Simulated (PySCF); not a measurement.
Cl2GeH4Si, SMILES [GeH3][SiH](Cl)Cl.

The structure is a stationary point at ωB97X-D3(BJ)/def2-SVP. This is a generated structure with no PubChem entry under its InChIKey; it may be hypothetical.

Method: PBE/def2-TZVP (PySCF).

Gas-phase values at a fixed geometry.

```yaml
total_energy: -3288.58933 hartree
point_group: Cs
highest_occupied_level: -7.05 eV
lowest_empty_level: -1.29 eV
orbital_gap: 5.77 eV
dipole_moment: 1.35 D
quadrupole, principal values (traceless, Buckingham form, about the centre of nuclear charge): -1.51, -0.78, 2.28 D·Å
mean_static_polarisability: 83.9 bohr³ (12.43 Å³)
polarisability_principal_values: 70.7, 86.2, 94.8 bohr³
```
